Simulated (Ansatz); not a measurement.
```yaml
crystal:
  periodic: [false, false, false]
  atoms:
    - {symbol: In, position_ang: [0.507484, -3.825337, -0.500911]}
    - {symbol: N, position_ang: [0.541721, -3.674722, 1.770364]}
    - {symbol: In, position_ang: [0.748501, -1.755459, -3.210768]}
    - {symbol: N, position_ang: [-1.109472, -0.641032, -3.772025]}
    - {symbol: N, position_ang: [0.597995, -1.716645, -1.026214]}
    - {symbol: In, position_ang: [-1.203253, -0.694411, -0.402614]}
    - {symbol: In, position_ang: [0.580672, -1.675431, 2.708213]}
    - {symbol: N, position_ang: [-1.088246, -0.627484, 1.822884]}
    - {symbol: In, position_ang: [-1.145559, 1.525427, -3.211405]}
    - {symbol: N, position_ang: [-1.186880, 1.376427, -1.026784]}
    - {symbol: In, position_ang: [-3.057849, 2.353468, -0.501743]}
    - {symbol: In, position_ang: [-1.160003, 1.342104, 2.707675]}
    - {symbol: N, position_ang: [-2.909915, 2.309512, 1.769544]}
    - {symbol: In, position_ang: [2.411221, -0.844461, -0.324604]}
    - {symbol: N, position_ang: [2.259954, -0.649028, 1.850796]}
    - {symbol: N, position_ang: [2.197468, 1.267639, -0.981772]}
    - {symbol: In, position_ang: [0.475696, 2.509899, -0.325493]}
    - {symbol: In, position_ang: [2.479977, 1.431273, 2.560806]}
    - {symbol: N, position_ang: [0.569128, 2.281879, 1.850005]}
    - {symbol: H, position_ang: [-1.054576, -4.535230, -0.801298]}
    - {symbol: H, position_ang: [2.038588, -4.610372, -0.810728]}
    - {symbol: H, position_ang: [-0.270092, -4.183248, 2.133060]}
    - {symbol: H, position_ang: [1.346497, -4.211021, 2.107592]}
    - {symbol: H, position_ang: [0.527164, -3.385148, -3.810274]}
    - {symbol: H, position_ang: [2.049168, -0.711971, -3.743673]}
    - {symbol: H, position_ang: [-1.934867, -1.117464, -3.393526]}
    - {symbol: H, position_ang: [-1.219969, -0.705021, -4.788507]}
    - {symbol: H, position_ang: [-2.676913, -1.544984, -0.805791]}
    - {symbol: H, position_ang: [0.548858, -1.889813, 4.437432]}
    - {symbol: H, position_ang: [-1.936825, -1.116933, 2.134940]}
    - {symbol: H, position_ang: [-2.667811, 2.148175, -3.810742]}
    - {symbol: H, position_ang: [0.408285, 2.129917, -3.744911]}
    - {symbol: H, position_ang: [-4.454121, 1.355899, -0.800925]}
    - {symbol: H, position_ang: [-2.971596, 4.071680, -0.812945]}
    - {symbol: H, position_ang: [-1.361548, 1.422212, 4.436873]}
    - {symbol: H, position_ang: [-3.756774, 1.862196, 2.132756]}
    - {symbol: H, position_ang: [-2.970562, 3.274974, 2.106003]}
    - {symbol: H, position_ang: [3.975239, -1.464269, -0.766563]}
    - {symbol: H, position_ang: [3.102351, -1.110048, 2.218267]}
    - {symbol: H, position_ang: [2.153106, 1.241736, -2.007942]}
    - {symbol: H, position_ang: [3.064056, 1.767738, -0.761089]}
    - {symbol: H, position_ang: [0.721828, 4.174031, -0.767952]}
    - {symbol: H, position_ang: [2.468504, 1.425181, 4.309988]}
    - {symbol: H, position_ang: [3.771732, 2.176140, 1.636836]}
    - {symbol: H, position_ang: [0.591585, 3.242034, 2.217164]}
basis:
  gaussian: {orbitals: def2-SVP, fitting: {mean_field: def2-universal-jkfit}}
magnetization: {spin_polarized: true, initial_magnetization: 1}
hamiltonian: {xc: {name: HSE06}, dispersion: d4, pseudopotentials: {relativity: scalar}}
scf: {omitted_lower_state_checks: [starts]}
output: {forces: true}
```

```sh
$ ansatz run in.yaml --threads 2 --pin off --events-out ev --progress --plain --max-ram 31744MiB --backend cuda --devices 0, --max-vram 18GiB
```

Shortened log:

```
Functional definition: HSE06
3341 factors; integrals over basis functions are off by at most 3.2e-1 eV
3341 factors; integrals over basis functions are off by at most 1.8e-7 eV
mean field evaluation 1: about -65499.0775 eV, gradient 1.1e2 eV
mean field evaluation 2: about -65186.5260 eV, gradient 2.5e2 eV
mean field evaluation 4: about -65546.8823 eV, gradient 4.0e1 eV
mean field evaluation 8: about -65555.0964 eV, gradient 2.9e0 eV
mean field evaluation 16: about -65555.1476 eV, gradient 2.0e-2 eV
mean field evaluation 32: about -65555.1476 eV, gradient 9.9e-5 eV
mean field -65555.14763600 eV, -2409.1072407480 hartree, gradient 8.2e-6 eV, S^2 0.764174; 0 other end points of the search recorded, 0 dependent functions left out
reference -65555.14776270 eV, -2409.1072454041 hartree; 150, 149 occupied and 366, 367 virtual orbitals, 3341 factors
Total energy: -65557.56389672 eV, -2409.1960366915 hartree
Relativity: scalar
Atom 0 force    -0.421913    -0.768610     0.603316 eV/Å
Atom 1 force    -0.013957    -0.036399    -0.242978 eV/Å
Atom 2 force     0.055481     0.170754    -0.492977 eV/Å
Atom 3 force    -0.098059    -0.056645     0.166417 eV/Å
Atom 4 force     0.283385     0.508914    -0.364170 eV/Å
Atom 5 force    -0.765699    -0.441856     0.829204 eV/Å
Atom 6 force     0.127589    -0.090100     0.308121 eV/Å
Atom 7 force    -0.062458    -0.036032    -0.483635 eV/Å
Atom 8 force     0.175749    -0.037637    -0.493170 eV/Å
Atom 9 force     0.582182    -0.009162    -0.364011 eV/Å
Atom 10 force    -0.876341     0.019456     0.603476 eV/Å
Atom 11 force    -0.014179     0.155685     0.307991 eV/Å
Atom 12 force    -0.038509     0.006042    -0.243086 eV/Å
Atom 13 force     0.485809     0.317124     0.469884 eV/Å
Atom 14 force    -0.068620    -0.176407    -0.333331 eV/Å
Atom 15 force    -0.186223    -0.107393    -0.189484 eV/Å
Atom 16 force     0.517618     0.262204     0.469983 eV/Å
Atom 17 force     0.219040     0.126442     0.205120 eV/Å
Atom 18 force    -0.187096     0.028719    -0.333098 eV/Å
Atom 19 force     0.077559     0.145344    -0.048541 eV/Å
Atom 20 force     0.006539     0.273011    -0.071234 eV/Å
Atom 21 force     0.056503     0.046487    -0.044130 eV/Å
Atom 22 force    -0.041972     0.067813    -0.008817 eV/Å
Atom 23 force    -0.026765     0.062688     0.151080 eV/Å
Atom 24 force    -0.066781    -0.045851     0.120820 eV/Å
Atom 25 force     0.040085     0.023122    -0.071995 eV/Å
Atom 26 force     0.024393     0.014141     0.066103 eV/Å
Atom 27 force     0.127313     0.073453    -0.075123 eV/Å
Atom 28 force    -0.016237     0.038581    -0.130144 eV/Å
Atom 29 force     0.095044     0.054815    -0.056173 eV/Å
Atom 30 force     0.040834    -0.054388     0.151112 eV/Å
Atom 31 force    -0.072900    -0.034796     0.120917 eV/Å
Atom 32 force     0.164662    -0.005537    -0.048628 eV/Å
Atom 33 force     0.239606    -0.130955    -0.071193 eV/Å
Atom 34 force     0.025252    -0.033429    -0.130116 eV/Å
Atom 35 force     0.068615     0.025469    -0.044117 eV/Å
Atom 36 force     0.037581    -0.070236    -0.008764 eV/Å
Atom 37 force    -0.166073    -0.006150    -0.052411 eV/Å
Atom 38 force    -0.098655     0.050216    -0.036980 eV/Å
Atom 39 force     0.053759     0.030837     0.081767 eV/Å
Atom 40 force    -0.062876    -0.036224     0.040415 eV/Å
Atom 41 force    -0.088452    -0.140823    -0.052354 eV/Å
Atom 42 force    -0.053232    -0.030749    -0.110816 eV/Å
Atom 43 force    -0.071752    -0.041408    -0.057246 eV/Å
Atom 44 force    -0.005848    -0.110528    -0.037005 eV/Å
Dipole moment:    -0.396767    -0.228843     0.156613 e Å
Checks for a lower state left out: starts
```

Hardware: 2 threads of AMD EPYC 7R13 on a shared host and a share (18 GiB) of an NVIDIA H100 80GB HBM3. Wall time 24 s, peak host memory 3.1 GiB.

In the def2 sets In takes a core potential; there is no spin–orbit coupling. HSE06 is defined as in plane-wave codes, on full-range PBE exchange.
